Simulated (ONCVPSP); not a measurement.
What the settings do to the ONCV potential of La (Z = 57)

Base potential:

La, optimised norm-conserving Vanderbilt (ONCV), made with ONCVPSP 4.0.1 (PBEsol, scalar-relativistic). Core [Kr] 4d10, reference 5s2 5p6 5d1.5 6s1.5. Waves: 5s+6s: rc 2.70 bohr, ncon 5, nbas 8, qcut 5 1/bohr, 2 projectors; 5p: rc 2.85 bohr, ncon 5, nbas 8, qcut 4.4 1/bohr, 1 projector; 5d: rc 2.90 bohr, ncon 4, nbas 8, qcut 3 1/bohr, 1 projector; f scattering state at 0.12 Ha: rc 2.95 bohr, ncon 4, nbas 7, qcut 4.3 1/bohr, 2 projectors, debl 2.1 Ha. Local part: polynomial inside 2.35 bohr (lpopt 5, dvloc0 4 Ha). Core correction: none.

In the f channel the program set the typed energies aside and used -0.130, 1.970 Ha.

All-electron outer shells of the reference configuration (PBEsol, scalar-relativistic, ld1.x):

| shell | level (eV) | outermost node (bohr) | outermost maximum (bohr) |
| --- | --- | --- | --- |
| 5s | -38.12 | 0.77 | 1.41 |
| 5p | -21.63 | 0.83 | 1.58 |
| 6s | -3.42 | 1.87 | 3.88 |
| 5d | -2.60 | 0.95 | 2.24 |

Cutoffs, loose and tight: the cutoffs (Ha) at which the residual kinetic energy of the hardest occupied pseudo-wave falls to 1 and 0.1 mHa per electron. They do not see the model core or the augmentation charge, which bear on the density cutoff. Test errors are all-electron minus pseudo excitation energies from the reference, over the configurations 5s2 5p6 5d1 6s2; 5s2 5p6 5d1 6s1; 5s2 5p6 5d1 6s0; 4f1 5s2 5p6 5d0 6s1. A dash means not determined; rows that change the core or the reference have their own tests.

1 further variants are left out, since the program set their typed debl aside.

For the base: The cutoffs count occupied waves only; projector 2 of the f channel, the hardest unoccupied one, needs 33 Ha at the loose tolerance.

A true bound ghost makes a file unfit for plane-wave use even where its test errors are small: the radial tests pick states by their node count and pass the ghost by.

| change | outcome | cutoff, loose | cutoff, tight | bound ghosts | GHOST(+) flags above zero | largest test error (meV) |
| --- | --- | --- | --- | --- | --- | --- |
| base | generated, projector energies reset by the program | 8.9 Ha | 24 Ha | none | none | +1404 |
| local potential polynomial inside 2.35 bohr (lpopt 5, dvloc0 -2.5 Ha) | generated, projector energies reset by the program | 8.9 Ha | 24 Ha | none | s | +1426 |
| s: qcut 3.2 | generated, projector energies reset by the program | 11 Ha | 24 Ha | none | s | +1407 |
| f: rc 2.7, qcut 4.7, nproj 0; local potential the f channel | generated, projector energies reset by the program | 8.9 Ha | 24 Ha | s | p, d | +1244 |
| f: ncon 3, nbas 6 | generated, projector energies reset by the program | 8.9 Ha | 24 Ha | none | none | +1467 |
| all radii scaled by about 1.18 (s 3.18, p 3.36, d 3.42, f 3.48 bohr); local potential polynomial inside 2.76 bohr (lpopt 5, dvloc0 4 Ha) | generated, projector energies reset by the program | 7.0 Ha | 16 Ha | none | none | +1527 |
| p: qcut 3.7 | generated, projector energies reset by the program | 8.9 Ha | 24 Ha | none | none | +1404 |
| d: rc 3.84 | generated, projector energies reset by the program | 8.9 Ha | 11 Ha | none | none | +1366 |
